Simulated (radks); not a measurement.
Task: These are the eigenvalues of the occupied orbitals of an atom or ion with whole-number occupations (hartree). All-electron calculation, scalar-relativistic Kohn-Sham, PBEsol, spin-polarised, spherical densities, point nucleus. Program: a radial shooting solver on a logarithmic mesh with Libxc functionals.

orbital  eigenvalue
1s up     -654.8718
1s down   -654.8713
2s up     -90.95339
2s down   -90.94733
2p up     -81.15131
2p down   -81.14672
3s up     -15.09789
3s down   -15.09376
3p up     -11.90585
3p down   -11.90133
3d up      -6.66326
3d down    -6.65687
4s up      -2.26018
4s down    -2.22096
4p up      -1.45417
4p down    -1.40737
4d up      -0.39200
5s up      -0.38937

Which element is it, and in what charge state? The configuration may be excited. Open shells, if any, are filled with parallel spins first.

Result: Z = 40, zirconium, charge +1: Zr+ in [Kr] 4d2 5s1. The list shows which subshells hold electrons but not how many an open one holds; the 1s level, -654.87 hartree, gives Z - s = 36.2 by -(Z - s)^2/2, which with screening and relativity narrows Z to a few neighbours, and the depths of the outer levels then fix element, charge and occupations together.
